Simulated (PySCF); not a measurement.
Z-matrix (Å, degrees):
```
C
N 1 1.3047
C 1 1.3840 2 121.66
H 3 1.0801 1 121.09 2 -179.99
H 3 1.0807 4 119.17 1 179.99
H 1 1.0958 2 120.05 3 -179.97
C 2 1.4347 1 117.41 6 0.01
H 7 1.0929 2 109.20 1 122.13
H 7 1.0929 8 106.35 2 -117.71
H 7 1.0972 8 108.92 9 -117.24
```
Charge 0, spin multiplicity 2.

Q: Estimate the highest occupied spin orbital, dipole moment and total energy that TPSSh-D3(BJ)/def2-TZVP // CAM-B3LYP-D3(BJ)/def2-TZVP (PySCF 2.14.0) returns for this input.

A: 
```
Item                                 Result
-----------------------------  ------------
highest occupied spin orbital      -5.80 eV
dipole moment                        1.33 D
total energy                   -172.6973 Ha
```
